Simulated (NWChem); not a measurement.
**Correlation energy of HSi (+1)**

```
Si
H 1 1.5419
```
Charge +1, spin multiplicity 1.

The numbers come from NWChem runs, not from measurements. All single points use one geometry, from PBE/def2-SVP, a minimum by its harmonic frequencies.

Basis set: 3-21G. Each correlation energy counts from its own Hartree-Fock reference.

The correlated methods keep 5 core orbitals frozen. The structure started from a generated list of species. No row is a measurement; the coupled-cluster row has its own basis-set and correlation limits.

Question: For the correlation energy, CCSD(T) gives -52.9 mHa and MP2 gives -33.6 mHa. What do SCS-MP2 give?

Answer: SCS-MP2: -39.7 mHa.
